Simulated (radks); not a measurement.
Results of a calculation; reference values are marked as such.
Question: All-electron atom: Sr III in [Kr]. Code: a radial shooting solver on a logarithmic mesh with Libxc functionals. Model: scalar-relativistic Kohn-Sham, exchange-only PBE, spin-unpolarised, spherical densities, point nucleus. Some entries of the table are withheld. Estimate them.

| orbital | occ. | eigenvalue (hartree) | <r^2> (bohr^2) |
|---|---|---|---|
| 1s | 2 | (1) | 0.002067 |
| 2s | 2 | -79.77942 | 0.03507 |
| 2p | 6 | -70.94441 | 0.02765 |
| 3s | 2 | -12.72525 | 0.2781 |
| 3p | 6 | -9.87507 | 0.2903 |
| 3d | 10 | -5.16898 | 0.3029 |
| 4s | 2 | -1.96494 | 2.081 |
| 4p | 6 | -1.29727 | (2) |

Answer: 
(1) 1s eigenvalue (hartree): -586.2057
(2) 4p <r^2> (bohr^2): 2.788
